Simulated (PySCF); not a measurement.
**Frontier orbitals and the lowest excitations**

Compound: C5H9ClSi2.
Structure used (PBE0-D3(BJ)/def2-SVP), in Å, numbered top down from 1:
```xyz
17
C5H9ClSi2 angstrom
C      3.3637   -0.2405   -0.8673
C      2.4311   -0.3398   -0.0909
Si     0.9843   -0.4261    1.0263
Cl     1.5784   -1.2992    2.8169
C     -0.4343   -1.3812    0.2176
C     -1.3079   -0.3681   -0.5373
C     -1.7490    0.7992    0.3619
Si    -0.2134    1.5787    1.1845
H      4.1903   -0.1539   -1.5503
H     -1.0141   -1.8634    1.0241
H     -0.0633   -2.1811   -0.4414
H     -2.1905   -0.8728   -0.9657
H     -0.7423    0.0279   -1.4003
H     -2.3352    1.5416   -0.2020
H     -2.4048    0.4226    1.1666
H     -0.4707    2.0848    2.5655
H      0.3762    2.6723    0.3522
```

Computed, not measured: TDDFT CAM-B3LYP/def2-SVPD, vertical, gas phase, core orbitals frozen in the response (PySCF).

Frontier orbitals with the atoms that hold most of them (Löwdin shares over 4%, at most four atoms; ? is withheld):

```json
{"orbital": "HOMO-3", "ε (eV)": "-10.20", "atoms": "Cl4 42%, C6 11%, Si3 10%, Si8 8%"}
{"orbital": "HOMO-2", "ε (eV)": "-10.02", "atoms": "C2 34%, C1 32%, Cl4 16%, Si3 5%"}
{"orbital": "HOMO-1", "ε (eV)": "-9.76", "atoms": "C2 40%, C1 39%, Cl4 9%"}
{"orbital": "HOMO", "ε (eV)": "-8.57", "atoms": "?"}
{"orbital": "LUMO", "ε (eV)": "?", "atoms": "?"}
{"orbital": "LUMO+1", "ε (eV)": "0.72", "atoms": "C1 22%, C2 21%, Si3 16%, Si8 10%"}
{"orbital": "LUMO+2", "ε (eV)": "1.04", "atoms": "Si8 28%, H17 10%, C7 8%, H16 8%"}
```

(1) Which atoms hold the HOMO, and with what shares?

(2) Give the leading atoms of the LUMO.

(3) What is the LUMO energy, and the HOMO–LUMO gap?

Results:

(1) Si8 (bonded to C, Si and 2 H) 21%; Si3 (bonded to 2 C, Cl and Si) 19%; C5 (bonded to C, Si and 2 H) 11%; Cl4 (bonded to Si) 11%. By element: silicon 40%, carbon 11% or more, chlorine 11%.

(2) Si3 (bonded to 2 C, Cl and Si) 20%; C1 (bonded to C and H) 17%; C2 (bonded to C and Si) 16%; Cl4 (bonded to Si) 14%. By element: carbon 33% or more, silicon 20% or more, chlorine 14%.

(3) ε(LUMO) = 0.19 eV; the gap is 8.76 eV (0.3220 hartree).

Problem. The HOMO–LUMO gap is 8.76 eV. Where does the response calculation put the lowest singlet, and from which orbitals?

Solution. S1 is at 5.35 eV (f = 0.0069), 3.42 eV below the gap, made of HOMO→LUMO (82%). 

Next come S2 at 5.96 eV (f 0.028), HOMO→LUMO+1 (39%), HOMO-1→LUMO (31%), HOMO-2→LUMO+1 (11%); S3 at 6.07 eV (f 0.0069), HOMO-1→LUMO+1 (44%), HOMO-2→LUMO (18%); S4 at 6.31 eV (f 0.0063), HOMO-2→LUMO (43%), HOMO-1→LUMO+1 (26%); S5 at 6.59 eV (f 0.086), HOMO→LUMO+1 (34%), HOMO→LUMO+2 (27%), HOMO-2→LUMO+1 (9%).

One conformer stands for the species.
